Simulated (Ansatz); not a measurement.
Job for Ansatz (a first-principles code): R-PBE0/def2-TZVPP on Pt2, 2S+1 = 1, a spin state set in the input, which need not be the lowest, a point of a bond scan (R = 2.322 Å). Elements past Kr take the def2 small-core potentials; no spin–orbit coupling.

Ansatz 0.2 input:
```yaml
crystal:
  periodic: [false, false, false]
  atoms:
    - {symbol: Pt, position_ang: [0.00000000, 0.00000000, 0.00000000]}
    - {symbol: Pt, position_ang: [0.00000000, 0.00000000, 2.32203300]}
basis:
  gaussian:
    orbitals: def2-TZVPP
    pivot_positions_ang: [[0.00000000, 0.00000000, 0.00000000], [0.00000000, 0.00000000, 2.32203300]]
hamiltonian:
  xc: {name: PBE0}
output: {forces: true, orbitals: {seedname: ./end}}
```

Output:

```
WARN ansatz: RAYON_NUM_THREADS=2 ignored (pool sized by the plan → 2); use --threads N
Functional definition: PBE0
integrals: 0.03 GiB planned
806 factors; their error is unknown
mean field: 0.36 GiB planned
mean field evaluation 1: about -6489.8171 eV, gradient 3.7e1 eV
mean field evaluation 2: about -6486.2147 eV, gradient 6.0e1 eV
mean field evaluation 4: about -6492.2676 eV, gradient 1.5e0 eV
mean field evaluation 8: about -6492.3373 eV, gradient 3.6e-2 eV
mean field evaluation 16: about -6492.3373 eV, gradient 4.6e-5 eV
mean field evaluation 32: about -6492.3373 eV, gradient 1.6e-7 eV
mean field -6492.33732890 eV, -238.5889961729 hartree, gradient 1.6e-7 eV, S^2 0.000000; 1 other end points of the search recorded, 0 dependent functions left out
the calculation of the forces begins
reference -6492.33735303 eV, -238.5889970596 hartree; 18, 18 occupied and 94, 94 virtual orbitals, 806 factors
Total energy: -6492.33735303 eV, -238.5889970596 hartree
Atom 0 at     0.000000     0.000000     0.000000 Å, force     0.000000    -0.000000     0.203416 eV/Å
Atom 1 at     0.000000     0.000000     2.322033 Å, force    -0.000000     0.000000    -0.203416 eV/Å
Dipole moment:    -0.000000    -0.000000     0.000000 e Å
```

Self-consistency was reached.

Cost: very roughly 11 core-seconds.
